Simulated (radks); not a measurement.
Problem. All-electron atom: Nb+ in [Kr] 4d(3/2: 4, 5/2: 0). Method: Dirac Kohn-Sham, relativistic LDA (MacDonald-Vosko exchange, VWN5 correlation), spin-unpolarised, spherical densities, finite nucleus; Fermi nuclear charge, rms radius 4.324 fm; computed with a radial shooting solver on a logarithmic mesh with Libxc functionals. Some entries of the table are withheld. Estimate them.

| orbital | occ. | eigenvalue (hartree) | r(max) (bohr) |
|---|---|---|---|
| 1s1/2 | 2 | -687.4036 | 0.02358 |
| 2s1/2 | 2 | (1) | 0.1337 |
| 2p1/2 | 2 | -88.68309 | 0.1040 |
| 2p3/2 | 4 | -85.19163 | 0.1078 |
| 3s1/2 | 2 | -16.26926 | 0.3969 |
| 3p1/2 | 2 | -13.32404 | (2) |
| 3p3/2 | 4 | -12.75748 | (3) |
| 3d3/2 | 4 | -7.51372 | 0.3324 |
| 3d5/2 | 6 | -7.40777 | 0.3351 |
| 4s1/2 | 2 | -2.37551 | 1.031 |
| 4p1/2 | 2 | -1.55830 | (4) |
| 4p3/2 | 4 | -1.48050 | (5) |
| 4d3/2 | 4 | -0.35198 | 1.493 |
| 4d5/2 | 0 | -0.34584 | 1.508 |

Solution. 
(1) 2s1/2 eigenvalue (hartree): -96.45334
(2) 3p1/2 r(max) (bohr): 0.3838
(3) 3p3/2 r(max) (bohr): 0.3931
(4) 4p1/2 r(max) (bohr): 1.105
(5) 4p3/2 r(max) (bohr): 1.131
